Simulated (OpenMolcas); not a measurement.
Cr3+ (d3) among equal point charges was computed by CASSCF with the d shell active (OpenMolcas, ANO-RCC-VTZP on the metal). Its lowest spin-free states, and all those of the highest spin:

```
2S+1  Degeneracy  E (cm-1)
   4           3       0.0
   4           3     894.1
   4           1      1997
   2           2     18100
   2           3     18140
   4           3     18151
   2           3     18424
   2           1     18681
   2           3     23682
   2           3     23980
   2           2     24150
   2           3     24164
```

Task: Is the site octahedral, tetrahedral or cube-like, axial, or of lower symmetry?

Result: The states with 2S+1 = 4 have orbital degeneracies 3, 3, 1, 3. Threefold states need a cubic site. For d3 at this spin an octahedron puts the single A2 below the threefold T2 and a tetrahedron or cube puts the threefold T1 below the threefold T2, so the site is a tetrahedron or a cube, which this pattern cannot tell apart. The run had Cr3+ among 4 point charges of -2 e arranged as a tetrahedron (Td), 2.16 Å from the ion.

An orbital triplet at a regular site is open to Jahn-Teller coupling, which can distort the site and quench the lowest spin-orbit gaps and is left out. Without dynamic correlation the repulsion within the d shell is too large (B by tens of per cent), so at a given field states of lower spin stand too high. The ground term spreads over less than 5000 cm-1, several times less than with real ligands, so orbital moments are less quenched and χT lies further from the spin-only value than at real sites. Point charges carry no covalency, so the field is a model and not that of real ligands. No measured value stands beside these numbers.
